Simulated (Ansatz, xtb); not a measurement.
Molecule: C$_{2}$HClF$_{3}$, charge -1, multiplicity 1. It need not be the lowest isomer of its formula. Whether it binds its extra electron was not tested at this geometry. SMILES: FC(F)(F)[CH-]Cl
Coordinates optimised at B3LYP-D3(BJ)/def2-TZVP (Ansatz, an electronic-structure program):
```
C
F 1 1.3705
F 1 1.3765 2 106.32
F 1 1.4281 2 101.42 3 -106.27
C 1 1.4478 2 115.23 4 -131.43
H 5 1.0897 1 108.45 2 178.94
Cl 5 1.8488 6 104.94 1 116.61
```
Charge -1, spin multiplicity 1.

Harmonic wavenumbers from GFN2-xTB (xtb, at its own minimum), cm⁻¹: 75, 128, 235, 318, 349, 417, 526, 578, 687, 835, 892, 1018, 1200, 1329, 2970.

**Question.** Give the harmonic wavenumbers at B3LYP-D3(BJ)/def2-TZVP (Ansatz, finite differences of forces, unscaled).

**Answer.** 105, 173, 334, 396, 498, 509, 608, 625, 771, 815, 899, 1054, 1240, 1287, 3085 cm⁻¹. Zero-point energy 17.7 kcal/mol.

**Question.** From these and the geometry, give the ideal-gas thermochemistry at 298.15 K and 1 atm (rigid rotor, harmonic oscillator).

**Answer.** Point group C1, rotational symmetry number 1. Rotational constants 5.283, 1.755, 1.725 GHz. S(trans) 40.20, S(rot) 27.40, S(vib) 10.84, S(elec, spin only) 0.00, S 78.4 cal/(mol K). H(298) - H(0) 4.28 kcal/mol; G - E(el) -1.4 kcal/mol.
